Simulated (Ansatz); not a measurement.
Input for Ansatz (a first-principles code): R-CCSD(T)/def2-TZVPPD on BeHI (SMILES [BeH][I]), atoms moved off the minimum. Elements past Kr take the def2 small-core potentials; no spin–orbit coupling. Files ending in .json are basis or fitting sets from the Basis Set Exchange. The run froze 10 orbitals, filled d shells among them.

Ansatz 0.2 input:
```yaml
crystal:
  periodic: [false, false, false]
  atoms:
    - {symbol: Be, position_ang: [-0.15703845, -0.02407631, -2.07898916]}
    - {symbol: H, position_ang: [-0.10636843, 0.12456230, -3.43812352]}
    - {symbol: I, position_ang: [-0.08967603, -0.03043726, 0.16333833]}
basis:
  gaussian:
    orbitals: def2-TZVPPD.json
magnetization: {spin_polarized: false}
correlation: {method: ccsd_t, electrons: outside_noble_gas}
scf: {lower_state_search: off}
output: {forces: true}
```

It printed:

```
WARN ansatz: RAYON_NUM_THREADS=1 ignored (pool sized by the plan → 1); use --threads N
Functional definition: HF
these checks for a lower state are left out or cut short: starts, cluster_reference, orbital_swaps, neighbouring_geometries, increment
integrals: 0.10 GiB planned
792 factors; integrals over basis functions are off by at most 9.2e-4 eV
mean field: 0.18 GiB planned
mean field evaluation 1: about -8487.3037 eV, gradient 1.1e1 eV
mean field evaluation 2: about -8487.3063 eV, gradient 1.1e1 eV
mean field evaluation 4: about -8488.0669 eV, gradient 1.9e0 eV
mean field evaluation 8: about -8488.0821 eV, gradient 9.8e-2 eV
mean field -8488.08210185 eV, -311.9312638142 hartree, gradient 1.6e-6 eV, S^2 0.000000; 0 other end points of the search recorded, 0 dependent functions left out
10 core orbitals not correlated
reference -8488.08210185 eV, -311.9312638142 hartree; 5, 5 occupied and 83, 83 virtual orbitals, 792 factors
densities: 0.40 GiB planned
second order -4.90224501 eV of doubles, -0.00000000 eV of singles
coupled cluster: 0.27 GiB planned
cycle   1  -5.35482140 eV  change   -4.5e-1 eV  update   5.6e-2
cycle   2  -5.51896205 eV  change   -1.6e-1 eV  update   1.8e-2
cycle   3  -5.53945593 eV  change   -2.0e-2 eV  update   7.2e-3
cycle   4  -5.53700525 eV  change    2.5e-3 eV  update   2.4e-3
cycle   5  -5.53661992 eV  change    3.9e-4 eV  update   7.4e-4
cycle   6  -5.53654273 eV  change    7.7e-5 eV  update   2.0e-4
cycle   7  -5.53655160 eV  change   -8.9e-6 eV  update   5.8e-5
cycle   8  -5.53656510 eV  change   -1.3e-5 eV  update   2.0e-5
cycle   9  -5.53656133 eV  change    3.8e-6 eV  update   6.1e-6
perturbative correction -0.20324012 eV, -0.0074689367 hartree
the calculation of the forces begins
Total energy: -8493.82190330 eV, -312.1421976270 hartree
Atom 0 at    -0.157038    -0.024076    -2.078989 Å, force     0.132894     0.212085    -0.035789 eV/Å
Atom 1 at    -0.106368     0.124562    -3.438124 Å, force    -0.080744    -0.156750     0.575465 eV/Å
Atom 2 at    -0.089676    -0.030437     0.163338 Å, force    -0.052150    -0.055334    -0.539676 eV/Å
Dipole moment:    -0.030272    -0.044614    -0.065222 e Å
Checks for a lower state left out: starts, cluster_reference, orbital_swaps, neighbouring_geometries, increment
```

Self-consistency was reached.

Cost: very roughly 11 core-seconds.
